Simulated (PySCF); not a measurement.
A calculated (UHF, PySCF 2.14, def2-SVP, the non-relativistic Hamiltonian (point nucleus)) atom or ion has these occupied shells.

```
shell  electrons  orbital energy (eV)  rms radius, mean of both spins (bohr)
   1s          2              -494.05                                  0.264
   2s          2              -74.636                                   1.23
```

Task: Name the element and its charge.

Result: N³⁺ (nitrogen, charge +3), in [He] 2s2, closed-shell 1S.
